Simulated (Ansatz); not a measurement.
Geometry optimisation, Ansatz, UKS PBE0-D4/6-31G*.

Input:

```yaml
crystal:
  periodic: [false, false, false]
  atoms:
    - { symbol: Al, position_ang: [0.000203, -8.6e-05, -0.453329] }
    - { symbol: H, position_ang: [0.000771, -0.000116, 2.309984] }
    - { symbol: Cl, position_ang: [1.806707, 7.9e-05, -1.563627] }
    - { symbol: Cl, position_ang: [-1.80705, 8.7e-05, -1.562372] }
    - { symbol: Si, position_ang: [0.000167, -3.6e-05, 3.78553] }
    - { symbol: H, position_ang: [-0.760367, -1.183732, 4.268285] }
    - { symbol: H, position_ang: [1.404986, -0.066336, 4.26958] }
    - { symbol: H, position_ang: [-0.645419, 1.250141, 4.268148] }
magnetization:
  spin_polarized: true
  initial_magnetization: 1
basis:
  gaussian: { orbitals: "6-31G*" }
hamiltonian:
  xc: pbe0
  dispersion: d4
relax:
  f_tol: 0.03
  max_steps: 50
```

Launched with:

```bash
$ ansatz run input.yaml --threads 2 --pin off --max-ram 3072MiB --backend cpu --events-out ev --progress --plain --runs-dir out
```

Question: Where does it end, and by what steps?

Answer: The forces met the threshold. After 2 steps the energy has fallen by 0.015 eV; Al1 moved furthest, 0.22 Å.

```
step  energy less start (eV)  largest force component (eV/Å)  accepted
   0                  0.0000                           0.478       yes
   1                 -0.0147                           0.048       yes
   2                 -0.0153                           0.012       yes
```

```xyz
8
Properties=species:S:1:pos:R:3
Al 0.000 0.000 -0.670
H 0.001 0.000 2.413
Cl 1.813 0.000 -1.758
Cl -1.813 0.000 -1.756
Si 0.000 0.000 3.908
H -0.759 -1.182 4.395
H 1.403 -0.066 4.396
H -0.645 1.249 4.394
```

Whether the end is a true minimum wasn't checked by a vibrational analysis.

Run time: 13 s on 2 threads of Intel(R) Xeon(R) Platinum 8375C CPU @ 2.90GHz (Ice Lake) (shared host), peak memory 0.27 GiB.
